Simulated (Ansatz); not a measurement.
Single points on Sb₅⁺.

```yaml
crystal:
  periodic: [false, false, false]
  atoms:
    - {symbol: Sb, position_ang: [0.582399, 1.669949, 1.009382]}
    - {symbol: Sb, position_ang: [-1.116567, -1.673504, -0.316017]}
    - {symbol: Sb, position_ang: [-1.593271, 1.075285, -0.669956]}
    - {symbol: Sb, position_ang: [1.059695, -1.078678, 1.362779]}
    - {symbol: Sb, position_ang: [1.067754, 0.006958, -1.386189]}
basis:
  gaussian: {orbitals: def2-TZVP, initial_orbitals: start.molden}
total_charge: 1
hamiltonian: {xc: pbe, dispersion: d4}
scf: {omitted_lower_state_checks: [starts]}
output: {forces: true, orbitals: {seedname: orbitals}}
```

The file start.molden holds the orbitals of an earlier run on this structure, at another level or in another basis.

```sh
$ ansatz run in.yaml --threads 4 --pin off --events-out ev --progress --plain --max-ram 4787MiB
```

It prints (some lines left out):

```
Functional definition: PBE
  name "PBE"
  cite "Perdew, Burke & Ernzerhof, Phys. Rev. Lett. 77, 3865 (1996) doi:10.1103/PhysRevLett.77.3865"
  parent pbe
  parameter kappa = 0.804
  parameter beta = 0.06672455060314922
  exchange = pbe_x(kappa = kappa, mu = beta*pi^2/3)
  correlation = pbe_c(beta = beta)
these checks for a lower state are left out or cut short: starts
1915 factors; their error is unknown
mean field evaluation 1: about -32686.9518 eV, gradient 9.0e0 eV
mean field evaluation 2: about -32687.0902 eV, gradient 1.7e-1 eV
mean field evaluation 4: about -32687.0712 eV, gradient 6.3e-4 eV
mean field -32687.07119239 eV, -1201.2277102277 hartree, gradient 2.4e-5 eV, S^2 0.000000; 0 other end points of the search recorded, 0 dependent functions left out
the calculation of the forces begins
reference -32687.07123376 eV, -1201.2277117480 hartree; 57, 57 occupied and 193, 193 virtual orbitals, 1915 factors
Total energy: -32687.58198631 eV, -1201.2464815579 hartree
Atom 0 at     0.582399     1.669949     1.009382 Å, force     0.098312     0.230306     0.116334 eV/Å
Atom 1 at    -1.116567    -1.673504    -0.316017 Å, force    -0.135359    -0.229181    -0.066368 eV/Å
Atom 2 at    -1.593271     1.075285    -0.669956 Å, force    -0.206355     0.149499    -0.115423 eV/Å
Atom 3 at     1.059695    -1.078678     1.362779 Å, force     0.164219    -0.150858     0.168436 eV/Å
Atom 4 at     1.067754     0.006958    -1.386189 Å, force     0.079183     0.000235    -0.102980 eV/Å
Dipole moment:    -0.038232    -0.000289     0.049605 e Å
Checks for a lower state left out: starts
```

Run time 6.5 s (4 threads of AMD EPYC 7R43 on a shared host).

As the first input, with `hamiltonian: {xc: pbe0, dispersion: d4}`, `output: {orbitals: {seedname: orbitals}}` (abridged; 20 s):

```
Functional definition: PBE0
mean field -32688.10500214 eV, -1201.2657020353 hartree, gradient 1.1e-5 eV, S^2 0.000000
Total energy: -32688.54408619 eV, -1201.2818380763 hartree
Checks for a lower state left out: starts
```

The first input with `correlation: {method: mp2}`, `output: {orbitals: {seedname: orbitals}}` and without the key `hamiltonian` (abridged; 19 s):

```
Functional definition: HF
mean field -32551.34862995 eV, -1196.2399980540 hartree, gradient 9.3e-7 eV, S^2 0.000000
20 core orbitals not correlated: weight in the atoms' cores, before any rotation towards them, 1.000 or more for the frozen orbitals, at most 0.000 for the correlated occupied ones
second order -46.89386248 eV of doubles, -0.00000000 eV of singles
Total energy: -32598.24249242 eV, -1197.9633157142 hartree
Checks for a lower state left out: starts
```

First input, but with `hamiltonian: {xc: {name: BHLYP}, dispersion: d4}`, `output: {orbitals: {seedname: orbitals}}` (abridged; 17 s):

```
Functional definition: BHLYP
mean field -32677.38806290 eV, -1200.8718617823 hartree, gradient 1.0e-5 eV, S^2 0.000000
Total energy: -32678.46604835 eV, -1200.9114770170 hartree
Checks for a lower state left out: starts
```

As the first input, with `hamiltonian: {xc: hf}`, `output: {orbitals: {seedname: orbitals}}` (abridged; 18 s):

```
Functional definition: HF
mean field -32551.34815644 eV, -1196.2399806531 hartree, gradient 1.9e-5 eV, S^2 0.000000
Total energy: -32551.34815644 eV, -1196.2399806531 hartree
Checks for a lower state left out: starts
```

As the first input, with `gaussian: {orbitals: def2-SVP, initial_orbitals: start.molden}`, `hamiltonian: {xc: pbe0, dispersion: d4}`, `output: {orbitals: {seedname: orbitals}}` (abridged; 6 s):

```
Functional definition: PBE0
mean field -32687.03264918 eV, -1201.2262937907 hartree, gradient 3.0e-5 eV, S^2 0.000000
Total energy: -32687.47172470 eV, -1201.2424295187 hartree
Checks for a lower state left out: starts
```

The first input with `gaussian: {orbitals: def2-SVP, initial_orbitals: start.molden}`, `output: {orbitals: {seedname: orbitals}}` (abridged; 3.3 s):

```
Functional definition: PBE
mean field -32685.96870380 eV, -1201.1871945193 hartree, gradient 1.6e-5 eV, S^2 0.000000
Total energy: -32686.47948704 eV, -1201.2059654570 hartree
Checks for a lower state left out: starts
```

Geometry: PBE0-D4/def2-SVP.

In the def2 sets Sb takes a core potential; there is no spin–orbit coupling. Correlated methods freeze 20 core orbitals; core or outer-core shells of Sb are correlated, in sets that lack core-valence functions. The structure comes from a short search, and lower isomers may exist.
